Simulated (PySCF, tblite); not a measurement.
Isomers of C4H12O2Si3. Method: GFN2-xTB as coded in tblite; computed harmonic values from a numerical Hessian at the method's own geometry, unscaled. The method is semi-empirical: single wavenumbers can be off by several per cent or more. Modes of hydrogen on silicon can be 10 to 20 % off. One conformer each.

Electronic energies: PBE0/pcSseg-1 single points on the GFN2-xTB geometries (PySCF, gas phase).

```
                                    SMILES  electronic energy, lowest = 0 (kJ/mol)
            C=C[Si@@](O)(C=O)[SiH2]C[SiH3]                                   260.2
             O=C1OCC[SiH2]C1([SiH3])[SiH3]                                   251.7
              C#CC[SiH2]O[Si@@H](C)O[SiH3]                                     0.0
 O=C(O)[C@@H]([SiH3])[Si@H]1C[C@@H]1[SiH3]                                   300.5
            C/C(=C\C=O)[SiH2]O[SiH2][SiH3]                                   188.4
O=C(O)[C@@H]([SiH3])[Si@@H]1C[C@@H]1[SiH3]                                   301.4
```

Q: How do GFN2-xTB zero-point energies change the relative energies?

A: 
| SMILES | ZPE (kJ/mol) | of it from modes above 1550 cm⁻¹ | electronic (kJ/mol) | with ZPE, lowest = 0 (kJ/mol) | lowest mode (cm⁻¹) | rings |
| --- | --- | --- | --- | --- | --- | --- |
| C#CC[SiH2]O[Si@@H](C)O[SiH3] | 368.6 | 205.2 | 0.0 | 0.0 | 30 | 0 |
| C/C(=C\C=O)[SiH2]O[SiH2][SiH3] | 363.1 | 201.5 | 188.4 | 182.9 | 10i | 0 |
| O=C1OCC[SiH2]C1([SiH3])[SiH3] | 370.1 | 189.3 | 251.7 | 253.3 | 49 | 1 |
| C=C[Si@@](O)(C=O)[SiH2]C[SiH3] | 367.6 | 215.0 | 260.2 | 259.2 | 14 | 0 |
| O=C(O)[C@@H]([SiH3])[Si@H]1C[C@@H]1[SiH3] | 367.3 | 198.4 | 300.5 | 299.2 | 25 | 1 |
| O=C(O)[C@@H]([SiH3])[Si@@H]1C[C@@H]1[SiH3] | 367.3 | 198.6 | 301.4 | 300.1 | 3 | 1 |

The zero-point energies span 7.0 kJ/mol, from `C/C(=C\C=O)[SiH2]O[SiH2][SiH3]` to `O=C1OCC[SiH2]C1([SiH3])[SiH3]`. Slightly imaginary modes are left out of the zero-point energy: `C/C(=C\C=O)[SiH2]O[SiH2][SiH3]` 9.5i cm⁻¹. The order is unchanged.

Q: And how do the electronic energies of GFN2-xTB itself compare?

A: `C#CC[SiH2]O[Si@@H](C)O[SiH3]` 0.0; `C/C(=C\C=O)[SiH2]O[SiH2][SiH3]` 252.7; `O=C1OCC[SiH2]C1([SiH3])[SiH3]` 362.4; `C=C[Si@@](O)(C=O)[SiH2]C[SiH3]` 541.4; `O=C(O)[C@@H]([SiH3])[Si@H]1C[C@@H]1[SiH3]` 516.4; `O=C(O)[C@@H]([SiH3])[Si@@H]1C[C@@H]1[SiH3]` 514.0 kJ/mol, lowest = 0. Against the energies above, taken from the same isomer `C#CC[SiH2]O[Si@@H](C)O[SiH3]`, the largest difference is 281.2 kJ/mol.
